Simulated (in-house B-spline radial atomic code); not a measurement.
Successive ionisation energies of cerium; each step leads to the configuration of the next row (after the last: [He] 2s2 2p1/2(2) 2p3/2(2)). Dirac energy differences include first-order Breit, QED and recoil terms. NIST's values go from ground level to ground level; the uncertainty of those that are theory runs from under 0.1 % in few-electron ions to several per cent in heavy many-electron ones. Computed with a B-spline radial code for spherical atoms: Dirac-Hartree-Fock, jj configuration that fills j = l - 1/2 first, finite nuclei.

A number in brackets counts the electrons of a j subshell.

```
  ion               configuration  ionisation energy (eV)  tabulated value (eV)  computed minus tabulated (eV)  highest orbital  largest mean radius (bohr)
Ce43+  [Ne] 3s2 3p1/2(2) 3p3/2(1)                  3365.7                  3366                              0            3p3/2                     0.25214
Ce44+           [Ne] 3s2 3p1/2(2)                  3569.6                  3570                              0            3p1/2                     0.25092
Ce45+           [Ne] 3s2 3p1/2(1)                       ?                     ?                              ?                ?                           ?
Ce46+                    [Ne] 3s2                       ?                     ?                              ?                ?                           ?
Ce47+                    [Ne] 3s1                  3963.0                  3963                              0            3s1/2                     0.24708
Ce48+                [He] 2s2 2p6                  9019.8                  9020                              0            2p3/2                      0.1026
Ce49+  [He] 2s2 2p1/2(2) 2p3/2(3)                  9277.6                  9269                              9            2p3/2                     0.10204
```

Fill in the row of Ce45+.

ionisation energy (eV): 3672.2; tabulated value (eV): 3672; computed minus tabulated (eV): 0; highest orbital: 3p1/2; largest mean radius (bohr): 0.24968.

Fill in the row of Ce46+.

ionisation energy (eV): 3864.7; tabulated value (eV): 3865; computed minus tabulated (eV): 0; highest orbital: 3s1/2; largest mean radius (bohr): 0.24844.

Where is the largest jump?

From Ce47+ to Ce48+, by a factor of 2.28 (3963 to 9019.8 eV); the highest orbital goes from 3s1/2 to 2p3/2.
